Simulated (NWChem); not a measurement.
A series in which one site is exchanged, each optimised at PBE0/def2-SVP with NWChem, gas phase unless a solvent is named. All stand in one matching conformer (torsions within 35°), which need not be the lowest. Low-valent species are run as closed-shell singlets; no triplet was tried in these runs. Some are not confirmed as minima by frequencies. def2 effective core potentials on Pb; no spin-orbit coupling.

A: [NH2][Pb][F] (PbNH2F; site = F)
B: [NH2][PbH] (PbNH3; site = H)
C: [Pb]([Br])[NH2] (PbNH₂Br; site = Br)
D: [NH2][Pb][Cl] (PbNH2Cl; site = Cl)

```csv
quantity,A,B,C,D
"dipole (D), PBE0/def2-SVP",___,1.08,4.13,3.97
"orbital gap (eV), PBE0/def2-SVP",___,4.76,4.90,5.00
"static polarisability, PBE/def2-SVPD (bohr³)",___,60.4,81.5,71.2
"lowest singlet excitation, PBE/def2-SVPD, TDA (eV)",___,3.32,3.45,3.85
```

Q: Fill in the missing entries.

A: 
- dipole (D), PBE0/def2-SVP, A: 3.55
- orbital gap (eV), PBE0/def2-SVP, A: 5.13
- static polarisability, PBE/def2-SVPD (bohr³), A: 53.8
- lowest singlet excitation, PBE/def2-SVPD, TDA (eV), A: 4.41
